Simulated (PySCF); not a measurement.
C7H5N, singlet, at a GFN2-xTB geometry of the parent state; B3LYP/STO-3G (PySCF).

PySCF was given this input:
```python
from pyscf import gto, scf, dft

mol = gto.Mole()
mol.atom = '''
    N     3.144770    0.559628    0.021020
    C     1.988361    0.353839    0.013291
    C     0.639637    0.113827    0.004275
    C    -0.316437    1.183381    0.092675
    C    -1.655097    0.929425    0.082524
    C    -2.153095   -0.383154   -0.014392
    C    -1.231655   -1.443138   -0.101819
    C     0.112449   -1.219682   -0.094038
    H     0.055633    2.200508    0.167871
    H    -2.360355    1.755367    0.150559
    H    -3.219392   -0.572907   -0.021519
    H    -1.607749   -2.461512   -0.177083
    H     0.813498   -2.045841   -0.162061
'''
mol.basis = 'sto-3g'
mol.charge = 0
mol.spin = 0
mol.verbose = 3
mol.build()

mf = dft.RKS(mol)
mf.xc = 'b3lyp'
mf.kernel()
mf.analyze()
```

It wrote (shortened):

```
converged SCF energy = -320.434735296713
**** MO energy ****
MO #1   energy= -14.1402511775304  occ= 2
MO #2   energy= -10.0655305688155  occ= 2
MO #3   energy= -10.0403027679108  occ= 2
MO #4   energy= -10.0402442559171  occ= 2
MO #5   energy= -10.0370688626784  occ= 2
MO #6   energy= -10.0367832102752  occ= 2
MO #7   energy= -10.033707184167   occ= 2
MO #8   energy= -10.0335674056985  occ= 2
MO #9   energy= -0.873394797149283 occ= 2
MO #10  energy= -0.835078340346183 occ= 2
MO #11  energy= -0.742044478159521 occ= 2
MO #12  energy= -0.735058616063935 occ= 2
MO #13  energy= -0.623222709233859 occ= 2
MO #14  energy= -0.585264935846732 occ= 2
MO #15  energy= -0.527259656572038 occ= 2
MO #16  energy= -0.474662088655531 occ= 2
MO #17  energy= -0.43550048194604  occ= 2
MO #18  energy= -0.414951587079981 occ= 2
MO #19  energy= -0.407100198544778 occ= 2
MO #20  energy= -0.361059606366467 occ= 2
MO #21  energy= -0.34847278650522  occ= 2
MO #22  energy= -0.32613334863115  occ= 2
MO #23  energy= -0.300302651938975 occ= 2
MO #24  energy= -0.280758642688165 occ= 2
MO #25  energy= -0.271559698968077 occ= 2
MO #26  energy= -0.229629787453199 occ= 2
MO #27  energy= -0.202457799620376 occ= 2
MO #28  energy= 0.0193231193509774 occ= 0
MO #29  energy= 0.0743355731469456 occ= 0
MO #30  energy= 0.129145617159764  occ= 0
MO #31  energy= 0.169503891194229  occ= 0
MO #32  energy= 0.263412301674307  occ= 0
MO #33  energy= 0.321793717287543  occ= 0
MO #34  energy= 0.368387802560476  occ= 0
MO #35  energy= 0.38263760533642   occ= 0
 ** Mulliken atomic charges  **
charge of    0N =     -0.11835
charge of    1C =      0.01151
charge of    2C =     -0.00814
charge of    3C =     -0.02896
charge of    4C =     -0.04612
charge of    5C =     -0.02896
charge of    6C =     -0.04612
charge of    7C =     -0.02895
charge of    8H =      0.06100
charge of    9H =      0.05693
charge of   10H =      0.05822
charge of   11H =      0.05693
charge of   12H =      0.06100
Dipole moment(X, Y, Z, Debye): -3.52239, -0.62683, -0.02354
```
